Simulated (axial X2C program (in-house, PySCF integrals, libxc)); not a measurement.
What spin–orbit coupling does to PdSi⁺

All values were computed with an in-house all-electron X2C program for linear molecules (integrals from PySCF). Spin-free means the one-electron spin-free X2C Hamiltonian; two-component (2c) means X2C with spin–orbit coupling and atomic mean-field two-electron Coulomb and Gaunt terms, so the difference of the two also holds small scalar two-electron terms. Basis: Pd dyall-v2z [10s10p7d2f], Si dyall-v2z [7s7p1d] (cores contracted in-house); Gaussian nuclei, density fitting, unrestricted open shells. Masses: Pd 105.903 u, Si 27.977 u.

Spin-free state: M_S = 1/2, Λ = 0 (beyond evenly filled blocks: σα); fragments Pd + Si+ for PBE0, B97-3; Pd+ + Si for r2SCAN0.

| level | Re (Å) | ωe (cm⁻¹) | De (eV) | μ (D) |
| --- | --- | --- | --- | --- |
| PBE0 | 2.134 | 454.4 | 3.809 | 3.07 |
| B97-3 | 2.146 | 439.6 | 3.559 | 3.08 |
| r2SCAN0 | 2.118 | 469.7 | 3.837 | 2.97 |

Dipoles are positive if Si is the positive end and refer to the centre of mass.

Two-component determinant lowest at the distance of the search:

Ω = 1/2 (⟨Sz⟩ = 0.50, ⟨Lz⟩ = 0.00 at PBE0); fragments Pd + Si+ for PBE0, B97-3; Pd+ + Si for r2SCAN0.

| level | Re (Å) | ωe (cm⁻¹) | De (eV) | μ (D) |
| --- | --- | --- | --- | --- |
| PBE0 | 2.135 | 453.1 | 3.811 | 3.06 |
| B97-3 | 2.148 | 438.1 | 3.560 | 3.07 |
| r2SCAN0 | 2.119 | 468.6 | n/a | 2.97 |

Q: From the two tables, how do the constants change at the PBE0 level (2c against spin-free)?

A: At the PBE0 level Re goes up by 0.001 Å and ωe falls by 1.3 cm⁻¹; De is not compared, since the atomic limits differ or miss part of their spin–orbit lowering.

Occupations by symmetry block were frozen at the best pattern of an incomplete PBE0 search. Dissociation energies refer to the lowest single-determinant-based atoms at the same level and basis. De is not given where an atomic determinant may have missed its ground term or J level, or where the truncated virtual space spoils (T). Density functionals use the spin component along the axis (collinear). The 2c atoms are single determinants rather than J levels; their spin–orbit lowering is only partly caught, and De is too large by that part. This holds for PBE0, B97-3. The functionals have no current-density term, which raises determinants with orbital currents, atoms included.
